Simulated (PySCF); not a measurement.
C₂H₅Al, singlet, geometry from GFN2-xTB (such geometries of metal compounds can be far from the true shape). Base run: CCSD(T)/cc-pVDZ (PySCF).

The PySCF input:
```python
from pyscf import gto, scf, cc

mol = gto.M(
    atom='''
Al   -0.11196520    0.15792507    1.14166997
H    -0.92818065    1.47755177    1.15021342
H     0.23628884   -0.43340351    2.53472599
C     0.37424527   -0.59251189   -0.62383594
C    -0.07763468    0.15859855   -1.63277981
H     0.93445983   -1.49322215   -0.87777626
H     0.07409632   -0.06552042   -2.68094224
H    -0.64078027    1.06504852   -1.42823607
''',
    basis='cc-pvdz',
    verbose=4,
    max_memory=1800,
)

mf = scf.RHF(mol)
mf.kernel()

mycc = cc.CCSD(mf, frozen=7)
mycc.kernel()
et = mycc.ccsd_t()
print('E(CCSD(T)) = %.10f' % (mycc.e_tot + et))
```

Each row names what was changed in the base input (with any setting that the change needs).

```tsv
change	ΔE vs base (mEh)	MP2 correlation (Eh)	CC correlation without the perturbative part (Eh)	basis functions
base	0.000	-0.33530	-0.37675	71
method = ccsd	12.320	-0.33530	-0.37675	71
method = cisd	54.293	-	-	71
method = mp2	53.777	-0.33530	-	71
```
